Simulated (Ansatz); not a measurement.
Ansatz (an electronic-structure program) input (CCSD(T)/aug-cc-pV(D+d)Z):
A basis named .json is the Basis Set Exchange file of that set.

Ansatz 0.2 input:
```yaml
crystal:
  periodic: [false, false, false]
  atoms:
    - {symbol: C, position_ang: [-1.14981457, -0.05477791, -0.04502006]}
    - {symbol: Si, position_ang: [0.54785519, 0.02610017, 0.02145083]}
    - {symbol: H, position_ang: [-1.76847219, 0.83159725, -0.09957680]}
    - {symbol: H, position_ang: [-1.68390593, -0.99607076, -0.03559828]}
    - {symbol: H, position_ang: [1.39794796, -1.17454559, 0.09584332]}
    - {symbol: H, position_ang: [1.28334497, 1.30228411, 0.00914054]}
basis:
  gaussian:
    orbitals: aug-cc-pV_D+d_Z.json
total_charge: 1
magnetization: {spin_polarized: true, initial_magnetization: 1}
correlation: {method: ccsd_t, electrons: outside_noble_gas}
```

End of the output:

```
integrals: 0.16 GiB planned
920 factors; integrals over basis functions are off by at most 7.1e-4 eV
mean field: 0.21 GiB planned
mean field evaluation 1: about -8944.7021 eV, gradient 2.1e1 eV
mean field evaluation 2: about -8944.7021 eV, gradient 2.1e1 eV
mean field evaluation 4: about -8947.1213 eV, gradient 1.4e0 eV
mean field evaluation 8: about -8947.1416 eV, gradient 7.1e-4 eV
mean field evaluation 16: about -8947.1416 eV, gradient 1.3e-6 eV
mean field -8947.14162889 eV, -328.8013902715 hartree, gradient 1.3e-6 eV, S^2 0.756487; 0 other end points of the search recorded, 0 dependent functions left out
6 core orbitals not correlated
reference -8947.14162889 eV, -328.8013902715 hartree; 6, 5 occupied and 79, 80 virtual orbitals, 920 factors
second order -5.39477782 eV of doubles, -0.00000000 eV of singles
coupled cluster: 0.43 GiB planned
cycle   1  -6.14404663 eV  change   -7.5e-1 eV  update   6.0e-2
cycle   2  -6.40164618 eV  change   -2.6e-1 eV  update   2.1e-2
cycle   3  -6.41535437 eV  change   -1.4e-2 eV  update   6.3e-3
cycle   4  -6.41406626 eV  change    1.3e-3 eV  update   2.6e-3
cycle   5  -6.41394802 eV  change    1.2e-4 eV  update   1.1e-3
cycle   6  -6.41400432 eV  change   -5.6e-5 eV  update   3.5e-4
cycle   7  -6.41401422 eV  change   -9.9e-6 eV  update   1.2e-4
cycle   8  -6.41402061 eV  change   -6.4e-6 eV  update   4.3e-5
cycle   9  -6.41401018 eV  change    1.0e-5 eV  update   1.5e-5
cycle  10  -6.41400811 eV  change    2.1e-6 eV  update   5.3e-6
perturbative correction -0.15851173 eV, -0.0058251985 hartree
Total energy: -8953.71414873 eV, -329.0429259205 hartree
```

This state (charge 1, doublet) is run at the relaxed geometry of the species with charge 0 and multiplicity 1.
